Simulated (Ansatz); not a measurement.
CH8Si3, SMILES `C[SiH2][SiH]=[SiH2]` (C–Si–Si–Si torsion 2°) (charge 0, multiplicity 1).

Z-matrix (Å, degrees):
```
Si
H 1 1.4899
H 1 1.4899 2 107.20
C 1 1.8724 2 110.89 3 -121.10
H 4 1.0918 1 110.74 2 179.99
H 4 1.0918 5 108.33 1 -121.58
H 4 1.0925 5 108.36 6 -117.36
Si 1 2.3186 2 109.49 3 118.52
H 8 1.4836 1 121.81 2 -57.55
Si 8 2.1360 9 118.24 1 -177.22
H 10 1.4804 8 124.82 9 -2.61
H 10 1.4807 11 113.96 8 177.63
```
Charge 0, multiplicity 1.

Frozen-core energies in 6-31g from Ansatz (a quantum-chemistry and plane-wave program) at a geometry from PBE0-D3(BJ)/def2-TZVP; the HF reference has <S^2> = 0.00 (restricted, and unstable towards unrestricted orbitals) and the T1 diagnostic is 0.009.

| level | energy (Ha) | difference from CCSDT(Q) (mHa) |
|---|---|---|
| HF | -909.08999 | 325.86 |
| MP2 | -909.34683 | 69.02 |
| CCSD | -909.40694 | 8.91 |
| CCSD(T) | -909.41418 | 1.67 |
| CCSDT | -909.41532 | 0.53 |
| CCSDT(Q) | -909.41585 | 0.00 |
